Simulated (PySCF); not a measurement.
C₅H₇F₃P (charge +1).
Atom-mapped SMILES: `[F:1][C:2]([F:3])([F:4])[C:5]1=[CH:6][PH2+:7][CH2:8][CH2:9]1`

Cartesian coordinates in Å at the GFN2-xTB level; atoms count from 1:
```
atom  x, y, z in Å
F1     2.7766    0.1002   -1.3002
C2     2.2301   -0.0218   -0.0952
F3     2.6527   -1.1687    0.4386
F4     2.6842    0.9737    0.6695
C5     0.7145    0.0122   -0.1550
C6     0.0339    0.2149   -1.2889
P7    -1.7163    0.2076   -0.9518
C8    -1.5528   -0.1524    0.8286
C9    -0.0328   -0.1743    1.1222
H10    0.4702    0.3646   -2.2645
H11   -2.3975   -0.7493   -1.6694
H12   -2.3109    1.4159   -1.2403
H13   -2.0124   -1.1175    1.0571
H14   -2.0677    0.6029    1.4266
H15    0.2691   -1.1162    1.5890
H16    0.2515    0.6171    1.8224
```

Definitions: NICS(0) = −σiso at the ring centroid; NICS(1) = −σiso and NICS(1)zz = −σzz at ±1 Å along the ring normal z. Level: GIAO PBE0/pcSseg-1 (PySCF, non-relativistic, gas phase) on the GFN2-xTB geometry, one conformer.

Ring bond lengths (Å), with Mayer bond orders in brackets: C5–C6 1.338 (1.80), C6–P7 1.782 (1.01), P7–C8 1.824 (1.00), C8–C9 1.548 (0.98), C9–C5 1.491 (1.01).

Question: Give the NICS values of each ring in ppm.

Answer: 
```csv
ring,type,NICS(0),"NICS(1), two faces","NICS(1)zz, two faces",rms pucker (Å),"centre to ring atoms, mean (Å)"
C5–C6–P7–C8–C9,"5-membered ring with P; formal bonds 1 double, 4 single",-4.5,-4.0 / -3.9,-3.6 / -3.4,0.02,1.35
```

Question: What can be read from them?

Answer: 
- C5–C6–P7–C8–C9: mean NICS(1)zz -3.5 ppm, shielded. P7, C8, C9 have four or more neighbours, so the value isn't read as a sign of a π ring current.

Question: What are the shieldings of the ring atoms and their hydrogens in the same run (means over atoms taken as equivalent)?

Answer: 
| atoms | environment | σ isotropic (ppm) |
| --- | --- | --- |
| C5 | fully substituted alkene carbon | 3.3 |
| C6 | alkene CH carbon | 78.7 |
| P7 | phosphonium phosphorus | 345.7 |
| C8 | sp3 carbon bound to phosphorus | 171.7 |
| C9 | allylic carbon | 148.7 |
| H10 | vinylic hydrogen | 25.20 |
| H11 (×2) | P–H hydrogen | 24.95 |
| H13 (×2) | methylene hydrogen | 28.41 |
| H15 (×2) | methylene hydrogen | 27.79 |
